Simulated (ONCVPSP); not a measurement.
Configuration tests for cobalt (ONCV)

Co (Z = 27), optimised norm-conserving Vanderbilt (ONCV), made with ONCVPSP 4.0.1 (PBEsol, fully relativistic). Core [Ne], reference 3s2 3p6 3d7 4s2. Waves: 3s+4s: rc 1.05 bohr, ncon 4, nbas 7, qcut 12.9 1/bohr, 2 projectors; 3p: rc 0.75 bohr, ncon 4, nbas 7, qcut 10 1/bohr, 2 projectors, debl 1.8 Ha; 3d: rc 1.40 bohr, ncon 3, nbas 8, qcut 13.6 1/bohr, 3 projectors, debl 2.9 Ha. Local part: polynomial inside 0.55 bohr (lpopt 5, dvloc0 0 Ha). Core correction: Teter function, fcfact 2, rcfact 1.5.

Open shells are filled in proportion to 2j + 1.

In the p channel the program set the typed energies aside and used -2.384, 0.250 Ha (j = l + 1/2; the other j can differ).

Energies are relative to the spin-unpolarised reference configuration 3s2 3p6 3d7 4s2; without spin polarisation the order of configurations can differ from experiment.

Task: Give the all-electron excitation energy and the error of the potential for: 3s2 3p6 3d7 4s1; 3s2 3p6 3d7 4s0; 3s2 3p6 3d6 4s0; 3s2 3p6 3d7.5 4s1.5.

Result:

| valence configuration | charge | ΔE all-electron (eV) | error AE − PS (meV) |
| --- | --- | --- | --- |
| 3s2 3p6 3d7 4s1 | +1 | 9.046 | +1.2 |
| 3s2 3p6 3d7 4s0 | +2 | 25.744 | +5.9 |
| 3s2 3p6 3d6 4s0 | +3 | 61.581 | +9.8 |
| 3s2 3p6 3d7.5 4s1.5 | 0 | -0.965 | +3.1 |

Levels in the configuration 3s2 3p6 3d7 4s0:

```csv
level,all-electron (eV),pseudo (eV)
3s j=1/2,-121.139,-121.136
3p j=3/2,-83.935,-83.930
3p j=1/2,-85.784,-85.775
3d j=5/2,-26.955,-26.971
3d j=3/2,-27.153,-27.170
```
